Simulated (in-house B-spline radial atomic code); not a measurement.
Ionisation energies along the 18-electron series, configuration [Ne] 3s2 3p6, as differences of self-consistent energies. NIST's values go from ground level to ground level; the uncertainty of those that are theory runs from under 0.1 % in few-electron ions to several per cent in heavy many-electron ones. Computed with a radial B-spline atomic code at the basis-set limit: non-relativistic Hartree-Fock, average of the configuration, point nuclei.

This level leaves out relativity, spin-orbit splitting included, which matters for heavy ions.

```csv
ion,configuration after,ionisation energy (eV),IE/(q+1)² (eV),-ε less Coulomb ΔSCF (eV),tabulated value (eV),tabulated kind,computed minus tabulated (eV)
Ar,[Ne] 3s2 3p5,14.8,14.775,1.3072,15.75961,measured,-1.0
K+,[Ne] 3s2 3p5,30.6,7.6598,1.213,31.625,measured,-1.0
Ca2+,[Ne] 3s2 3p5,?,?,?,?,measured,?
Sc3+,[Ne] 3s2 3p5,72.5,4.5297,1.1203,73.4894,measured,-1.0
Ti4+,[Ne] 3s2 3p5,98.2,3.9299,1.0947,99.299,measured,-1.1
V5+,[Ne] 3s2 3p5,?,?,?,?,measured,?
Cr6+,[Ne] 3s2 3p5,159.3,3.2502,1.0626,160.29,semi-empirical,-1.0
Mn7+,[Ne] 3s2 3p5,194.4,3.0382,1.0523,195.5,semi-empirical,-1.1
Fe8+,[Ne] 3s2 3p5,232.7,2.8731,1.0444,233.6,semi-empirical,-0.9
Co9+,[Ne] 3s2 3p5,274.1,2.7408,1.0383,275.4,semi-empirical,-1.3
Ni10+,[Ne] 3s2 3p5,318.5,2.6323,1.0336,319.5,semi-empirical,-1.0
Cu11+,[Ne] 3s2 3p5,366.0,2.5417,1.0298,367,semi-empirical,-1.0
Zn12+,[Ne] 3s2 3p5,416.6,2.4648,1.0269,417.6,semi-empirical,-1.0
Ga13+,[Ne] 3s2 3p5,470.2,2.3988,1.0246,471.2,semi-empirical,-1.0
Ge14+,[Ne] 3s2 3p5,526.8,2.3414,1.0227,527.9,semi-empirical,-1.1
As15+,[Ne] 3s2 3p5,586.5,2.2911,1.0213,587.6,semi-empirical,-1.1
Se16+,[Ne] 3s2 3p5,649.3,2.2466,1.0202,650.5,semi-empirical,-1.2
Br17+,[Ne] 3s2 3p5,715.1,2.207,1.0193,716.3,semi-empirical,-1.2
Kr18+,[Ne] 3s2 3p5,?,?,?,?,semi-empirical,?
Rb19+,[Ne] 3s2 3p5,855.7,2.1394,1.0182,857,semi-empirical,-1.3
Sr20+,[Ne] 3s2 3p5,930.6,2.1103,1.0178,932,semi-empirical,-1.4
Zr22+,[Ne] 3s2 3p5,1089.5,2.0596,1.0175,1092,semi-empirical,-2.5
Nb23+,[Ne] 3s2 3p5,1173.5,2.0374,1.0174,1176,semi-empirical,-2.5
```

Task: Fill in the row of Ca2+.

Result: ionisation energy (eV): 49.9; IE/(q+1)² (eV): 5.546; -ε less Coulomb ΔSCF (eV): 1.1571; tabulated value (eV): 50.91316; computed minus tabulated (eV): -1.0.

Task: Fill in the row of V5+.

Result: ionisation energy (eV): 127.2; IE/(q+1)² (eV): 3.533; -ε less Coulomb ΔSCF (eV): 1.0763; tabulated value (eV): 128.125; computed minus tabulated (eV): -0.9.

Task: Fill in the row of Kr18+.

Result: ionisation energy (eV): 783.9; IE/(q+1)² (eV): 2.1714; -ε less Coulomb ΔSCF (eV): 1.0187; tabulated value (eV): 785.316; computed minus tabulated (eV): -1.4.

Task: How far is this level of theory from the measured and semi-empirical values?

Result: Over those 23 rows the differences run from -2.46 to -0.881 eV (mean absolute value 1.2 eV). The calculation leaves out relativity, correlation and, in open shells, the multiplet splittings that an average leaves out.
